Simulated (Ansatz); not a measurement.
System: furan-3-ylsilane, C4H6OSi (charge 0, singlet). 
Coordinates optimised at B3LYP-D3(BJ)/def2-TZVP (Ansatz, an electronic-structure program):
```xyz
12

Si     2.0658     0.1328     0.1515
C      0.2200     0.0320     0.0262
C     -0.7780     0.9562     0.5119
C     -1.9845     0.4444     0.1778
O     -1.8291    -0.7375    -0.4846
C     -0.4924    -0.9667    -0.5648
H      2.6520    -1.0607    -0.5016
H      2.5757     1.3540    -0.5162
H      2.4986     0.1753     1.5685
H     -0.6037     1.8788     1.0399
H     -2.9982     0.7719     0.3256
H     -0.2028    -1.8735    -1.0668
```
Charge 0, spin multiplicity 1.

Atomisation energy built up term by term with Ansatz (kcal/mol; UHF references for open shells; valence terms freeze the core; atomic spin-orbit terms are left out). CBS marks a two-point X^-3 extrapolation of the correlation energy; Hartree-Fock from the larger set.

The Hartree-Fock reference is unstable (checked in the largest basis), which strains HF and MP2. 

| term | basis | kcal/mol |
|---|---|---|
| Hartree-Fock | cc-pV(Q+d)Z | 875.21 |
| CCSD correlation | CBS(cc-pV(T+d)Z,cc-pV(Q+d)Z) | ? |
| (T) | CBS(cc-pV(T+d)Z,cc-pV(Q+d)Z) | ? |
| core correlation | cc-pwCVTZ | 4.76 |
| scalar relativity (X2C) | cc-pVTZ-DK against cc-pVTZ | -1.59 |
| sum: De |  | ? |

Question: Fill in the missing entries.

Answer: 
- CCSD correlation, kcal/mol: 304.20
- (T), kcal/mol: 25.09
- sum: De, kcal/mol: 1207.7
